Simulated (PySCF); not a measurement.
Level of theory: PBE-D3(BJ)/def2-TZVP // PBE-D3(BJ)/def2-SVP run with PySCF. Isolated molecules, 0 K electronic values unless said otherwise. 

Reference species: [Mo(=O)(F)4] (neutral, multiplicity 1).

The coordination number comes out as 5 and the mean distance from the central atom to its bonded neighbours is 1.816 Å.

Changed species: [Nb(=O)(F)3] (M = Nb, oxo; the reference has M = Mo, oxo).

### Question
What does the change do to the coordination number and mean distance from the central atom to its bonded neighbours?

### Answer
the coordination number falls by 1, to 4; the mean distance from the central atom to its bonded neighbours increases by 0.014 Å, to 1.830 Å.
